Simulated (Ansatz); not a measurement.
C4H8F2O (`CC(F)OCCF`). Charge 0, multiplicity 1.

| atom | x (Å) | y (Å) | z (Å) |
| --- | --- | --- | --- |
| C1 | 2.0796 | 0.3255 | -0.9355 |
| C2 | 1.0467 | 0.3540 | 0.1505 |
| F3 | 1.6830 | 0.2467 | 1.3852 |
| O4 | 0.1946 | -0.7156 | -0.0086 |
| C5 | -0.9808 | -0.6725 | 0.7761 |
| C6 | -2.1591 | -0.1787 | -0.0145 |
| F7 | -2.0095 | 1.1630 | -0.3236 |
| H8 | 2.8091 | 1.1193 | -0.7749 |
| H9 | 2.5887 | -0.6393 | -0.9274 |
| H10 | 1.6017 | 0.4693 | -1.9051 |
| H11 | 0.4944 | 1.2997 | 0.1896 |
| H12 | -1.1887 | -1.6940 | 1.1089 |
| H13 | -0.8309 | -0.0569 | 1.6686 |
| H14 | -3.0801 | -0.2925 | 0.5665 |
| H15 | -2.2488 | -0.7280 | -0.9558 |

Task: List the harmonic frequencies (cm⁻¹, unscaled) at PBE0-D4/def2-TZVP in Ansatz. (An estimate is asked.)

Result: Computed: 45, 81, 131, 221, 275, 306, 369, 483, 531, 596, 842, 883, 904, 956, 1094, 1103, 1119, 1135, 1179, 1200, 1280, 1320, 1377, 1383, 1402, 1425, 1441, 1475, 1477, 1487, 1488, 3052, 3058, 3064, 3072, 3103, 3117, 3159, 3163.

Task: Is this a minimum?

Result: Yes, all 39 modes are real.

Task: Give the ideal-gas thermochemistry at 298.15 K and 1 bar (rigid rotor, harmonic oscillator; point group C1, symmetry number 1).

Result: Zero-point energy 321.8 kJ/mol; H(298) − E = 345.0 kJ/mol; entropy 370.9 J/(mol·K), of which translation 167.5, rotation 116.9, vibration 86.4; G(298) − E = 234.4 kJ/mol. Modes under 100 cm⁻¹ are hindered rotations or soft bends, so the harmonic entropy is rough.
